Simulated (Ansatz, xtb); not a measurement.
## C3H10GeO: 5 structures ranked

5 gas-phase structures of C3H10GeO, from a drawn sample of its isomers (lower ones may exist). Each was relaxed with GFN2-xTB; where two conformers were screened, the lower at r2SCAN-D4/def2-SVP//GFN2-xTB is listed:

A. `C[O][GeH]([CH3])[CH3]`, a singlet
B. `CCC[O][GeH3]`, a singlet
C. `CC[O][GeH2][CH3]`, a singlet
D. `CO[CH2][GeH2][CH3]`, a singlet
E. `C[C@H]([GeH3])CO`, a singlet

**Question.** Estimate their order in r2SCAN-D4/def2-SVP//GFN2-xTB energy at these geometries, lowest first.

**Answer.** Calculated order at r2SCAN-D4/def2-SVP//GFN2-xTB: A (0.0), C (19.9), B (49.1), E (93.9), D (113.7) kJ/mol.

Energies above the lowest of each column, in kJ/mol; the last columns are at r2SCAN-D4/def2-SVP geometries and were run for some of them only (a dash: not run or not comparable):

```
structure  GFN2-xTB  HF/STO-3G  r2SCAN-D4/def2-SVP//GFN2-xTB  r2SCAN-D4/def2-SVP  CCSD(T)/def2-SVP + ΔMP2/def2-TZVPP
        A      35.4        0.0                           0.0                 0.0                                 0.0
        C      13.3       22.1                          19.9                17.2                                26.1
        B       0.0       48.0                          49.1                44.9                                62.1
        E      76.7      101.3                          93.9                   –                                   –
        D     106.0       61.5                         113.7                   –                                   –
```

CCSD(T)/def2-SVP + ΔMP2/def2-TZVPP puts A lowest of those it was run on; GFN2-xTB picks B. Flexible structures stand in one conformer each, not always the lowest. Frequencies (GFN2-xTB) were run for A, B, C alone. The ΔMP2 step shifts differences by up to 29.4 kJ/mol, which makes them less sure. ΔMP2 is the change of the MP2 energy from the smaller to the larger basis.

Over these structures GFN2-xTB departs from r2SCAN-D4/def2-SVP//GFN2-xTB by 19.3 kJ/mol on average once a common shift is removed. A GFN2-xTB relaxation took about 0.079 s and the r2SCAN-D4/def2-SVP//GFN2-xTB energy about 1.7 s on a shared host (Ansatz 0.2.0, xtb 6.7.1).
